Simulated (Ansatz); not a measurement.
`[SiH3]OC[SiH2]S` → C• + 8 H• + O• + S• + 2 Si•  (atomization)

Computed with Ansatz on PBE0-D4/def2-TZVP structures; ΔE is electronic, products minus reactants. CCSD(T)/CBS adds triple-zeta CCSD(T) − MP2 to the extrapolated MP2 energy (def2 sets, frozen cores). This one scheme is used for every species, atoms too. DFT in def2-TZVPP. No spin–orbit coupling; open shells (•) take unrestricted orbitals. Spin–orbit coupling would lower the free atoms: a little for C, O, S, Si. One conformer a species, not always the lowest.

`[SiH3]OC[SiH2]S`:

```xyz
13

Si    1.482   -1.474    0.918
O     0.686   -0.180    0.278
C    -0.480   -0.355   -0.517
Si   -1.098    1.359   -1.010
S    -1.496    2.513    0.739
H     1.975   -2.370   -0.164
H     0.574   -2.259    1.798
H     2.615   -0.921    1.695
H    -1.261   -0.888    0.041
H    -0.256   -0.947   -1.417
H    -2.386    1.255   -1.741
H    -0.076    2.004   -1.873
H    -0.278    2.262    1.254
```

Q: What is ΔE at CCSD(T)/CBS? (Best estimate.)

A: Ansatz gave: +4336.1 kJ/mol.

Q: What do these levels give: revPBE-D4, B2PLYP, BHLYP, MP2/def2-TZVPP, CCSD/def2-TZVPP, SCS-MP2/def2-QZVPP? (Estimate.)

A: Ansatz gave: revPBE-D4 4251.0, B2PLYP 4263.8, BHLYP 4193.0, MP2/def2-TZVPP 4243.6, CCSD/def2-TZVPP 4162.8, SCS-MP2/def2-QZVPP 4338.5 kJ/mol.

Largest T1 diagnostic among the species: 0.012.

In def2-TZVPP, CCSD(T) changes the Hartree–Fock value by +1025.4 kJ/mol (the triples alone add +53.3 kJ/mol) and MP2 by +1052.9 kJ/mol; breaking electron pairs costs correlation energy, which Hartree–Fock lacks. From BLYP to BHLYP (50 % exact exchange), in def2-TZVPP and without D4, ΔE moves by −28.3 kJ/mol: exact exchange takes away binding that semilocal exchange gives to molecules. Leaving LDA and LC-ωPBE aside and taking each functional with its dispersion term where it has one, the values, not all of them listed here, spread over 125.7 kJ/mol, from BHLYP-D4 to ωB97X-V. LDA lies +569.8 kJ/mol from PBE without D4, its usual overbinding.

For atomizations the MP2-based limit and the directly extrapolated one differ by several kJ/mol either way, and by 10 to 25 for some Ge, Se and Sn compounds, so smaller differences from it don't rank the levels.
